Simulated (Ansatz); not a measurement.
C3H6AlF, SMILES `F[C@H]1C[C@@H]1[AlH2]`. Total charge 0; spin multiplicity 1.

```tsv
atom	x (Å)	y (Å)	z (Å)
F1	0.973	-2.224	0.153
C2	0.113	-1.213	-0.170
C3	-0.645	-0.594	0.924
C4	0.503	0.175	0.246
Al5	0.154	1.710	-0.873
H6	-0.352	-1.398	-1.133
H7	-0.448	-0.974	1.919
H8	-1.670	-0.289	0.746
H9	1.407	0.168	0.849
H10	1.119	2.969	-0.884
H11	-1.154	1.670	-1.775
```

Task: What are the harmonic wavenumbers in cm⁻¹ at PBE0-D4/def2-TZVP (Ansatz, finite differences of forces, unscaled)? (Best estimate.)

Result: The calculation gave: 95, 130, 175, 356, 429, 493, 605, 671, 781, 784, 869, 931, 1004, 1048, 1055, 1117, 1182, 1226, 1269, 1401, 1481, 1913, 1928, 3142, 3154, 3170, 3233.

Task: Is this a minimum?

Result: Yes, all 27 modes are real.

Task: Give the ideal-gas thermochemistry at 298.15 K and 1 bar (rigid rotor, harmonic oscillator; point group C1, symmetry number 1).

Result: Zero-point energy 201.2 kJ/mol; H(298) − E = 220.7 kJ/mol; entropy 332.1 J/(mol·K), of which translation 164.7, rotation 110.9, vibration 56.5; G(298) − E = 121.7 kJ/mol. Modes under 100 cm⁻¹ are hindered rotations or soft bends, so the harmonic entropy is rough.
